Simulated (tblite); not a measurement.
Isomers of C9H7N. All values are computed: GFN2-xTB (tblite) harmonic vibrations without scaling, gas phase. Errors from tens to a few hundred cm⁻¹ against measured bands are possible. One conformer each.

Electronic energies: GFN2-xTB at the same geometries; isomer energies are rough at this level and their order can be wrong.

| SMILES | electronic energy, lowest = 0 (kJ/mol) |
| --- | --- |
| c1cncc2cccc-2c1 | 0.0 |
| c1ccc2cccc-2nc1 | 8.5 |
| C=CC#Cc1ccncc1 | 107.5 |
| [C-]#[N+]C=C1C=CC=CC=C1 | 221.1 |
| N#C/C=C/c1ccccc1 | 31.0 |

Task: How do GFN2-xTB zero-point energies change the relative energies?

Result: 
```
                 SMILES  ZPE (kJ/mol)  of it from modes above 1550 cm⁻¹  electronic (kJ/mol)  with ZPE, lowest = 0 (kJ/mol)  lowest mode (cm⁻¹)  rings
        c1cncc2cccc-2c1         338.6                             147.4                  0.0                            0.0                  70      2
        c1ccc2cccc-2nc1         338.8                             147.8                  8.5                            8.7                 100      2
       N#C/C=C/c1ccccc1         336.6                             171.6                 31.0                           29.1                  44      1
         C=CC#Cc1ccncc1         332.4                             162.2                107.5                          101.3                  17      1
[C-]#[N+]C=C1C=CC=CC=C1         334.7                             178.9                221.1                          217.3                  33      1
```

The zero-point energies span 6.4 kJ/mol, from `C=CC#Cc1ccncc1` to `c1ccc2cccc-2nc1`. The order is unchanged.

Task: What do entropy and thermal enthalpy add at 298.15 K and 1 bar (rigid rotor, harmonic oscillator, one conformer each)?

Result: 
```csv
SMILES,point group,symmetry number,S (J/(mol K)),H − H(0) (kJ/mol),ZPE + H − H(0) − TS (kJ/mol)
c1cncc2cccc-2c1,Cs,1,362.0,22.52,253.2
c1ccc2cccc-2nc1,Cs,1,356.3,22.08,254.7
N#C/C=C/c1ccccc1,Cs,1,392.0,25.63,245.3
[C-]#[N+]C=C1C=CC=CC=C1,Cs,1,390.0,25.74,244.2
```

Not tabulated: `C=CC#Cc1ccncc1` (lowest mode only 17 cm⁻¹).
